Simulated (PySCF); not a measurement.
C3H5O (SMILES [CH]=C(C)O), doublet, geometry from GFN2-xTB; PySCF with R2SCAN/def2-SV(P).

Here is a job for PySCF.
```python
from pyscf import gto, scf, dft

mol = gto.Mole()
mol.atom = '''
    C     0.86122322   -1.13535914    0.29492985
    C     0.09798036   -0.11748608    0.03266726
    C    -1.35838595   -0.21495342   -0.31297309
    O     0.52682308    1.20205721    0.03648412
    H     1.86182228   -1.37808805    0.55590500
    H    -1.68024337   -1.25095872   -0.31237308
    H    -1.93910884    0.35134192    0.41227830
    H    -1.52511972    0.22173818   -1.29553065
    H     1.46315923    1.24630078    0.26010331
'''
mol.basis = 'def2-sv(p)'
mol.spin = 1
mol.verbose = 4
mol.build()

mf = dft.UKS(mol)
mf.xc = 'r2scan'
mf.kernel()
```

Question: Write the output that PySCF gives for this input, abridged.

Answer: 
```
PySCF version 2.14.0

[INPUT] verbose = 4
[INPUT] num. atoms = 9
[INPUT] num. electrons = 31
[INPUT] charge = 0
[INPUT] spin (= nelec alpha-beta = 2S) = 1
[INPUT] symmetry False subgroup None
[INPUT] Mole.unit = angstrom
[INPUT] Symbol           X                Y                Z      unit          X                Y                Z       unit  Magmom
[INPUT]  1 C      0.861223220000  -1.135359140000   0.294929850000 AA    1.627476017916  -2.145517827622   0.557336642459 Bohr   0.0
[INPUT]  2 C      0.097980360000  -0.117486080000   0.032667260000 AA    0.185156045986  -0.222016514649   0.061732174640 Bohr   0.0
[INPUT]  3 C     -1.358385950000  -0.214953420000  -0.312973090000 AA   -2.566977416957  -0.406203093339  -0.591433424459 Bohr   0.0
[INPUT]  4 O      0.526823080000   1.202057210000   0.036484120000 AA    0.995551337300   2.271558912959   0.068944994696 Bohr   0.0
[INPUT]  5 H      1.861822280000  -1.378088050000   0.555905000000 AA    3.518334201813  -2.604208990036   1.050508201276 Bohr   0.0
[INPUT]  6 H     -1.680243370000  -1.250958720000  -0.312373080000 AA   -3.175199791916  -2.363969373936  -0.590299569887 Bohr   0.0
[INPUT]  7 H     -1.939108840000   0.351341920000   0.412278300000 AA   -3.664384633323   0.663940004879   0.779093074101 Bohr   0.0
[INPUT]  8 H     -1.525119720000   0.221738180000  -1.295530650000 AA   -2.882058577973   0.419024431560  -2.448198114480 Bohr   0.0
[INPUT]  9 H      1.463159230000   1.246300780000   0.260103310000 AA    2.764970221329   2.355167143032   0.491524019993 Bohr   0.0

nuclear repulsion = 112.619943469192
number of shells = 34
number of NR pGTOs = 116
number of NR cGTOs = 66
basis = def2-sv(p)
ecp = {}

******** <class 'pyscf.dft.uks.UKS'> ********
method = UKS
initial guess = minao
damping factor = 0
level_shift factor = 0
DIIS = <class 'pyscf.scf.diis.CDIIS'>
diis_start_cycle = 1
diis_space = 8
diis_damp = 0
SCF conv_tol = 1e-09
SCF conv_tol_grad = None
SCF max_cycles = 50
direct_scf = True
direct_scf_tol = 1e-13
number electrons alpha = 16  beta = 15
XC library pyscf.dft.libxc version 7.1.2
    S. Lehtola, C. Steigemann, M. J. T. Oliveira, and M. A. L. Marques,  SoftwareX 7, 1–5 (2018)
XC functionals = r2scan
    J. W. Furness, A. D. Kaplan, J. Ning, J. P. Perdew, and J. Sun,  J. Phys. Chem. Lett. 11, 8208–8215 (2020)
    J. W. Furness, A. D. Kaplan, J. Ning, J. P. Perdew, and J. Sun,  J. Phys. Chem. Lett. 11, 9248–9248 (2020)
    J. W. Furness, A. D. Kaplan, J. Ning, J. P. Perdew, and J. Sun,  J. Phys. Chem. Lett. 11, 8208–8215 (2020)
    J. W. Furness, A. D. Kaplan, J. Ning, J. P. Perdew, and J. Sun,  J. Phys. Chem. Lett. 11, 9248–9248 (2020)
radial grids:
    Treutler-Ahlrichs [JCP 102, 346 (1995); DOI:10.1063/1.469408] (M4) radial grids

becke partition: Becke, JCP 88, 2547 (1988); DOI:10.1063/1.454033
pruning grids: <function nwchem_prune>
grids dens level: 3
symmetrized grids: False
atomic radii adjust function: <function treutler_atomic_radii_adjust>
small_rho_cutoff = 0
Set gradient conv threshold to 3.16228e-05
tot grids = 105480
init E= -192.457967242415

cycle= 1 E= -192.084213847729  delta_E= 0.374  |g|= 0.438  |ddm|= 2.17
cycle= 2 E= -191.93726141004  delta_E= 0.147  |g|= 0.745  |ddm|= 1.02
cycle= 3 E= -192.150722359906  delta_E= -0.213  |g|= 0.166  |ddm|= 0.744
cycle= 4 E= -192.165106584378  delta_E= -0.0144  |g|= 0.0437  |ddm|= 0.214
cycle= 5 E= -192.165859037078  delta_E= -0.000752  |g|= 0.0262  |ddm|= 0.062
cycle= 6 E= -192.16624161552  delta_E= -0.000383  |g|= 0.00465  |ddm|= 0.0295
cycle= 7 E= -192.166271680974  delta_E= -3.01e-05  |g|= 0.00246  |ddm|= 0.00955
cycle= 8 E= -192.166284775616  delta_E= -1.31e-05  |g|= 0.00154  |ddm|= 0.00761
cycle= 9 E= -192.166290460528  delta_E= -5.68e-06  |g|= 0.00042  |ddm|= 0.00659
cycle= 10 E= -192.166290939645  delta_E= -4.79e-07  |g|= 0.000117  |ddm|= 0.0023
cycle= 11 E= -192.166290955054  delta_E= -1.54e-08  |g|= 2.6e-05  |ddm|= 0.000372
cycle= 12 E= -192.166290955422  delta_E= -3.68e-10  |g|= 2.78e-05  |ddm|= 8.73e-05
Extra cycle  E= -192.166290954475  delta_E= 9.47e-10  |g|= 5.5e-05  |ddm|= 7.84e-05
converged SCF energy = -192.166290954475  <S^2> = 0.76333618  2S+1 = 2.013292
```
